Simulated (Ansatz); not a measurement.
ICl4, that is [ICl4]- with one electron fewer, relaxed as a doublet with UKS PBE-D4/def2-SVPD in Ansatz, starting from the PBE-D4/def2-SVPD geometry of the charge -1 singlet. Force threshold 0.02 eV/Å.

In the def2 sets I takes a core potential; there is no spin–orbit coupling.

Start:

```xyz
5

I     0.000    0.000    0.000
Cl    0.094   -0.159   -2.567
Cl   -0.477    2.523   -0.173
Cl   -0.094    0.159    2.567
Cl    0.477   -2.523    0.173
```

| step | energy (eV) | largest force component (eV/Å) | SCF passes |
| --- | --- | --- | --- |
| 1 | -58154.9539 | 0.601 | 17 |
| 2 | -58155.0400 | 0.162 | 21 |
| 3 | -58155.0450 | 0.005 | 20 |

Force components are those of the run's own axes.

End:

```
atom   x (Å)   y (Å)   z (Å)
  I1   0.000   0.000   0.000
 Cl2   0.091  -0.154  -2.495
 Cl3  -0.464   2.452  -0.169
 Cl4  -0.091   0.154   2.495
 Cl5   0.464  -2.452   0.168
```

By distances, no bond broke or formed. The bond that changes most is I1–Cl2, from 2.57 to 2.50 Å (atoms count from 1).

No frequencies were taken in this run, so the end may be a saddle point.

Run time 6.5 s (4 threads of Arm Neoverse V2 on a shared host).
